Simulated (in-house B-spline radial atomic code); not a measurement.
A radial electron density 4πr²n(r) was computed for an atom or ion in its tabulated ground configuration with a B-spline radial code for spherical atoms; method: non-relativistic OLYP, spin-polarised, spherical fractional occupations. Columns: r (bohr), 4πr²n(r) (electrons per bohr), bar.

```
 0.00141    2.021 #
 0.00174    2.976 ##
 0.00216    4.394 ##
 0.00267    6.373 ###
 0.00331    9.177 #####
 0.00409    12.94 #######
 0.00506    17.95 ##########
 0.00627    24.37 #############
 0.00775    32.04 #################
  0.0096    40.79 ######################
  0.0119    49.75 ###########################
  0.0147    57.49 ###############################
  0.0182    62.68 #################################
  0.0225    64.03 ##################################
  0.0279     61.6 #################################
  0.0345    57.67 ###############################
  0.0427    56.21 ##############################
  0.0528    60.82 ################################
  0.0653    71.16 ######################################
  0.0809    81.18 ###########################################
     0.1    82.42 ############################################
   0.124    72.82 #######################################
   0.153    61.82 #################################
    0.19    60.71 ################################
   0.235    67.75 ####################################
   0.291    66.84 ####################################
    0.36     49.6 ##########################
   0.445    29.05 ################
   0.551     21.4 ###########
   0.682    24.32 #############
   0.844    24.31 #############
    1.04    17.61 #########
    1.29    9.549 #####
     1.6    4.742 ###
    1.98     2.71 #
    2.45    1.613 #
    3.03   0.7701 
    3.75   0.2599 
    4.64  0.05895 
    5.75 0.007723 
    7.11 0.0005292 
     8.8 1.572e-05
```

(1) Which atom or ion is it?
A. Sb3+
B. Sb2+
C. Xe3+
D. Sb+

## Answers

(1) B. The area under the curve, ∫4πr²n dr = ∫r·4πr²n d(ln r) on this logarithmic grid, is 49 electrons, which only this option has. The configuration is [Kr] 4d10 5s2 5p1.
